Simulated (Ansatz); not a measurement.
Geometry optimisation, RKS PBE/def2-SVP in Ansatz.

Input:

```yaml
crystal:
  periodic: [false, false, false]
  atoms:
    - { symbol: W, position_ang: [0.102697, 0.191397, -0.095468] }
    - { symbol: F, position_ang: [-0.07793, 0.003763, 1.761324] }
    - { symbol: F, position_ang: [1.724845, -0.425843, -0.832972] }
    - { symbol: F, position_ang: [-0.649345, 1.72855, -0.878026] }
    - { symbol: H, position_ang: [-1.509038, -0.297183, -0.05955] }
    - { symbol: H, position_ang: [-0.236559, -1.458518, -0.028205] }
    - { symbol: H, position_ang: [-0.526029, -0.556178, -1.467763] }
    - { symbol: S, position_ang: [2.21352, 2.253345, 1.984463] }
    - { symbol: H, position_ang: [3.214568, 1.327876, 2.010004] }
    - { symbol: H, position_ang: [1.332872, 1.367192, 2.587694] }
basis:
  gaussian: { orbitals: def2-SVP }
hamiltonian:
  xc: pbe
relax:
  f_tol: 0.03
  max_steps: 50
```

Run as:

```bash
$ ansatz run input.yaml --threads 4 --pin off --max-ram 5120MiB --backend cpu --events-out ev --progress --plain --runs-dir out
```

Question: Where does it end, and by what steps?

Answer: The run converged. After 8 steps the energy has fallen by 0.288 eV; S8 moved furthest, 0.58 Å. Joined: W1–S8 (3.61 → 2.93 Å).

```
step  energy less start (eV)  largest force component (eV/Å)  accepted
   0                  0.0000                           0.668       yes
   1                 -0.0991                           0.519       yes
   2                 -0.1715                           0.659       yes
   3                 -0.2383                           0.561       yes
   4                 -0.2661                           0.291       yes
   5                 -0.2738                           0.266       yes
   6                 -0.2866                           0.123       yes
   7                 -0.2868                           0.155       yes
   8                 -0.2876                           0.009       yes
```

```xyz
10
Properties=species:S:1:pos:R:3
W 0.154 0.199 0.095
F -0.332 -0.223 1.884
F 1.852 -0.408 -0.504
F -0.513 1.818 -0.625
H -1.441 -0.273 -0.175
H -0.205 -1.436 -0.106
H -0.301 -0.368 -1.425
S 1.902 2.043 1.550
H 2.972 1.198 1.517
H 1.502 1.585 2.771
```

Whether the end is a true minimum wasn't checked by a vibrational analysis.

Time of the run: 14 s on 4 threads of Arm Neoverse V2, with other jobs on the host, peak memory 0.17 GiB.
